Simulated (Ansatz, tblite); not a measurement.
Cost and result up the ladder for [Cu(PH3)3]+ (CuP₃H₉⁺) (13 atoms). The state is a singlet with charge 1. Geometry: B3LYP-D4/def2-SVP.

| atom | x (Å) | y (Å) | z (Å) |
| --- | --- | --- | --- |
| Cu1 | 0.000 | -0.002 | 0.002 |
| P2 | -0.008 | -0.645 | -2.222 |
| H3 | -0.990 | -1.534 | -2.725 |
| H4 | 1.148 | -1.302 | -2.712 |
| H5 | -0.111 | 0.370 | -3.207 |
| P6 | -1.527 | -0.921 | 1.479 |
| H7 | -1.628 | -2.333 | 1.539 |
| H8 | -2.896 | -0.617 | 1.268 |
| H9 | -1.458 | -0.650 | 2.868 |
| P10 | 1.537 | 1.562 | 0.745 |
| H11 | 2.392 | 1.192 | 1.813 |
| H12 | 1.032 | 2.772 | 1.285 |
| H13 | 2.509 | 2.108 | -0.131 |

Ansatz on 4 threads of Arm Neoverse N1 on a shared host; xTB runs through tblite on one thread. Times are rough, summed over both states, and most runs start from the orbitals of an earlier one. No level here is sound enough to serve as a yardstick. The other state is a doublet.

The xTB rows come from tblite. HOMO above LUMO, or a gap near zero within one spin, warns that the state may not be the lowest or that an electron is smeared out.

Raw xTB energies of ions are shifted by several eV.

```json
{"level": "GFN2-xTB", "functions": "45", "wall time": "0.019 s"}
{"level": "GFN1-xTB", "functions": "54", "wall time": "0.027 s"}
{"level": "revPBE-D4/def2-TZVP", "functions": "210", "wall time": "22 s"}
{"level": "PBE-D4/def2-TZVP", "functions": "210", "wall time": "22 s"}
```

Estimate what each level gives for the vertical IE (eV).


```json
{"level": "GFN2-xTB", "vertical IE (eV)": "17.15", "remarks": "–"}
{"level": "GFN1-xTB", "vertical IE (eV)": "17.90", "remarks": "–"}
{"level": "revPBE-D4/def2-TZVP", "vertical IE (eV)": "13.18", "remarks": "gap within one spin near zero (+2 doublet)"}
{"level": "PBE-D4/def2-TZVP", "vertical IE (eV)": "13.18", "remarks": "gap within one spin near zero (+2 doublet)"}
```
